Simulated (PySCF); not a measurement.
Correlation energy of Nb²⁺ (niobium, charge +2)

[Kr] 4d2 5s1, high-spin 4F determinant (an excited configuration). Computed with PySCF 2.14 in def2-QZVPPD with the def2 core potential (28 electrons) (7s5p4d3f2g, 81 functions), with a scalar-relativistic core potential. Frozen: 4s2 4p6; 3 electrons correlated.

```csv
level,correlation energy (mhartree)
CCSD,-16.28
(T),-0.11
CCSD(T),-16.39
```

Diagnostics: T1 = 0.0032, D1 = 0.0075, largest double amplitude 0.025.

Task: Is a single reference adequate?

Result: Yes, within this model without spin-orbit coupling: T1 lies below 0.03 and no double amplitude reaches 0.07.
